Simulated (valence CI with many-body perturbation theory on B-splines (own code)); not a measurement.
**Energy levels of Cs⁵⁰⁺**

Computed by relativistic CI+MBPT: three valence electrons over a frozen Dirac-Fock core [He], radial functions for each j: 11 s, 11 p, 9 d, 7 f, 5 g, 2 h, 1 i, with the one-electron correlation potential Σ1, the two-electron term Σ2, the three-electron term Σ3, Breit, model QED; selected CI, second order for the rest (own B-spline code, finite nucleus).

The last digits are not significant, and no measured levels were compared; by estimate large intervals hold to a few tenths of a per cent, small ones and those within an open d or f shell to about a per cent.

Levels 1 to 45 of 102, with energies above the lowest level, (2s^2 2p1/2) J=1/2. "Leading %" is the weight of the configuration and term that name the level; weights of strongly mixed levels are sums over their largest components and can fall short. In the jj column 3d3/2^4 stands for four electrons in 3d with j = 3/2. Lifetimes count E1, E2, E3, M1 and M2 decay at the calculated energies, and are blank where another channel may lead or the interval is too uncertain; long ones can be off by a factor of two.

```csv
No.,Configuration,Term,J,E (Ry),Leading %,g,Lifetime,Second component,Leading jj
1,2s2.2p,2P°,1/2,0.00,100,0.640,,,2s^2 2p1/2 (100 %)
2,2s.2p2,4P,1/2,12.35,57,2.163,99.5 ps,28 % 2s.2p2 2S,2s 2p1/2^2 (98 %)
3,2s2.2p,2P°,3/2,28.55,98,1.314,1.10 ns,,2s^2 2p3/2 (98 %)
4,2s.2p2,4P,3/2,37.16,92,1.654,216 ps,5 % 2s.2p2 2D,2s 2p1/2 2p3/2 (100 %)
5,2s.2p2,2D,5/2,39.53,57,1.348,233 ps,42 % 2s.2p2 4P,2s 2p1/2 2p3/2 (99 %)
6,2s.2p2,2P,1/2,43.29,71,1.222,996 fs,27 % 2s.2p2 4P,2s 2p1/2 2p3/2 (98 %)
7,2s.2p2,2D,3/2,43.29,66,0.966,1.24 ps,33 % 2s.2p2 2P,2s 2p1/2 2p3/2 (99 %)
8,2p3,2P°,3/2,56.48,46,1.355,1.51 ps,27 % 2p3 4S°,2p1/2^2 2p3/2 (98 %)
9,2s.2p2,4P,5/2,67.04,57,1.410,5.70 ps,42 % 2s.2p2 2D,2s 2p3/2^2 (99 %)
10,2s.2p2,2S,1/2,72.58,70,1.887,1.22 ps,16 % 2s.2p2 4P,2s 2p3/2^2 (99 %)
11,2s.2p2,2P,3/2,72.66,64,1.189,705 fs,29 % 2s.2p2 2D,2s 2p3/2^2 (99 %)
12,2p3,4S°,3/2,82.63,55,1.438,777 fs,45 % 2p3 2D°,2p1/2 2p3/2^2 (100 %)
13,2p3,2D°,5/2,84.10,100,1.179,885 fs,,2p1/2 2p3/2^2 (100 %)
14,2p3,2P°,1/2,86.98,100,0.640,672 fs,,2p1/2 2p3/2^2 (100 %)
15,2p3,2P°,3/2,113.62,53,1.285,522 fs,28 % 2p3 2D°,2p3/2^3 (100 %)
16,2s2.3s,2S,1/2,396.85,97,1.992,13.7 fs,,2s^2 3s (97 %)
17,2s2.3p,2P°,1/2,401.11,95,0.669,332 fs,,2s^2 3p1/2 (95 %)
18,2s.2p.3s,4P°,1/2,405.21,86,2.383,15.2 fs,12 % 2s.2p.3s 2P°,2s 2p1/2 3s (98 %)
19,2s.2p.3s,4P°,3/2,406.47,58,1.547,14.4 fs,35 % 2s.2p.3s 2P°,2s 2p1/2 3s (92 %)
20,2s.2p.3s,2P°,1/2,408.13,94,0.736,19.4 fs,5 % 2s.2p.3s 4P°,2s 2p1/2 3s (98 %)
21,2s.2p.3p,4D,1/2,408.81,72,0.264,19.0 fs,20 % 2s.2p.3p 2P,2s 2p1/2 3p1/2 (100 %)
22,2s2.3p,2P°,3/2,409.77,91,1.347,92.2 fs,6 % 2s.2p.3s 4P°,2s^2 3p3/2 (91 %)
23,2s.2p.3p,4D,3/2,410.25,42,1.113,5.22 fs,29 % 2s.2p.3p 2D,2s 2p1/2 3p1/2 (96 %)
24,2s.2p.3p,4P,1/2,412.40,50,1.989,15.0 fs,29 % 2s.2p.3p 2S,2s 2p1/2 3p1/2 (98 %)
25,2s2.3d,2D,3/2,412.87,95,0.805,2.33 fs,,2s^2 3d3/2 (95 %)
26,2s2.3d,2D,5/2,415.16,97,1.194,2.14 fs,,2s^2 3d5/2 (97 %)
27,2s.2p.3p,4P,3/2,417.88,31,1.403,17.2 fs,26 % 2s.2p.3p 4D,2s 2p1/2 3p3/2 (100 %)
28,2s.2p.3p,2P,1/2,418.63,25,1.484,6.55 fs,14 % 2p2.3s 4P,2s 2p1/2 3p3/2 (67 %)
29,2s.2p.3p,4D,5/2,419.54,48,1.337,110 fs,33 % 2s.2p.3p 2D,2s 2p1/2 3p3/2 (97 %)
30,2s.2p.3p,2D,3/2,419.75,45,1.246,7.56 fs,20 % 2s.2p.3p 2P,2s 2p1/2 3p3/2 (99 %)
31,2s.2p.3d,4F°,3/2,420.32,72,0.557,8.56 fs,12 % 2s.2p.3d 2D°,2s 2p1/2 3d3/2 (99 %)
32,2s.2p.3d,4F°,5/2,421.88,54,1.033,9.67 fs,20 % 2s.2p.3d 2F°,2s 2p1/2 3d3/2 (91 %)
33,2p2.3s,4P,1/2,421.95,34,1.813,10.5 fs,18 % 2p2.3s 2S,2p1/2^2 3s (66 %)
34,2s.2p.3d,4D°,1/2,422.48,43,0.465,1.25 fs,26 % 2s.2p.3d 2P°,2s 2p1/2 3d3/2 (73 %)
35,2s.2p.3d,4D°,3/2,422.97,31,1.222,1.68 fs,21 % 2s.2p.3d 2P°,2s 2p1/2 3d3/2 (94 %)
36,2s.2p.3d,4P°,5/2,423.43,37,1.331,2.18 fs,27 % 2s.2p.3d 4D°,2s 2p1/2 3d5/2 (95 %)
37,2p2.3p,2P°,1/2,424.78,31,0.596,33.4 fs,29 % 2p2.3p 4D°,2p1/2^2 3p1/2 (71 %)
38,2s.2p.3d,4F°,7/2,424.87,41,1.241,2.31 fs,34 % 2s.2p.3d 2F°,2s 2p1/2 3d5/2 (99 %)
39,2s.2p.3d,2F°,5/2,425.65,55,1.054,2.31 fs,19 % 2s.2p.3d 2D°,2s 2p1/2 3d5/2 (96 %)
40,2s.2p.3d,2D°,3/2,425.65,43,1.069,2.30 fs,39 % 2s.2p.3d 2P°,2s 2p1/2 3d5/2 (92 %)
41,2p2.3p,2P°,3/2,433.32,31,1.329,7.59 fs,22 % 2p2.3p 4D°,2p1/2^2 3p3/2 (96 %)
42,2s.2p.3s,4P°,5/2,433.78,100,1.581,20.6 fs,,2s 2p3/2 3s (100 %)
43,2s.2p.3s,2P°,3/2,435.15,78,1.395,12.1 fs,21 % 2s.2p.3s 4P°,2s 2p3/2 3s (99 %)
44,2p2.3d,2D,3/2,435.68,39,0.784,11.9 fs,34 % 2p2.3d 4F,2p1/2^2 3d3/2 (98 %)
45,2s.2p.3p,4P,3/2,438.46,47,1.633,21.5 fs,24 % 2s.2p.3p 4S,2s 2p3/2 3p1/2 (100 %)
```

The ionisation energy to 2s2 1S_0 of the next ion comes out as 9623.5 eV (NIST: 9629 ± 4 eV (theoretical)). All 102 levels together are meant to be complete up to 467.62 Ry.
